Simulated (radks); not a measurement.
Results of a calculation; reference values are marked as such.
Task: The mean radii <r> (bohr) of the occupied orbitals of an atom or ion are listed with their occupations. Level of theory: Dirac Kohn-Sham, exchange-only PBE, spin-unpolarised, spherical densities, finite nucleus; Fermi nuclear charge, rms radius of each element as measured or else 0.836 A^(1/3) + 0.57 fm (a radial shooting solver on a logarithmic mesh with Libxc functionals).

| orbital | occ. | <r> |
|---|---|---|
| 1s1/2 | 2 | 0.01867 |
| 2s1/2 | 2 | 0.07825 |
| 2p1/2 | 2 | 0.06479 |
| 2p3/2 | 4 | 0.07260 |
| 3s1/2 | 2 | 0.2015 |
| 3p1/2 | 2 | 0.1912 |
| 3p3/2 | 4 | 0.2048 |
| 3d3/2 | 4 | 0.1788 |
| 3d5/2 | 6 | 0.1830 |
| 4s1/2 | 2 | 0.4062 |
| 4p1/2 | 2 | 0.4027 |
| 4p3/2 | 1 | 0.4226 |

Name the element and its charge. Open shells, if any, fill j = l - 1/2 first.

Result: Z = 73, tantalum, charge +40: Ta40+ in [Ar] 3d10 4s2 4p3. The 1s radius gives Z: for a bare nucleus <r> = (2 gamma + 1)/(2Z) with gamma = sqrt(1 - (Z/c)^2), 0.01844 bohr for Z = 73, and screening makes it slightly larger (0.01867 here). The occupations add up to 33, and the charge is Z minus that.
